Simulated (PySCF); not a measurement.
Mo+: ionisation energy

Mo+ [Kr] 4d5 (6S) → Mo(2+) [Kr] 4d4 (5D), as a difference of total energies. Computed with PySCF 2.14 in cc-pVTZ-PP with ECP28MDF, with a scalar-relativistic core potential. Correlated levels: valence: 4s2 4p6 frozen. The calculations carry no spin-orbit coupling.

| method | ionisation energy (eV) |
| --- | --- |
| UHF | 15.082 |
| PBE | 16.409 |
| PBE0 | 16.271 |
| MP2 (valence) | 15.738 |
| SCS-MP2 (valence) | 15.301 |

Question: How much does correlation contribute at MP2 (valence)?

Answer: 15.738 − (15.082) = 0.656 eV, measured against UHF.

The reference lies between the lowest fine-structure levels, while these numbers refer to the centres of the terms.

Errors of the correlated levels include the incompleteness of this basis and the frozen core.

For comparison: 16.16 ± 0.12 eV (semi-empirical (NIST evaluation); NIST Atomic Spectra Database, ionization energies).
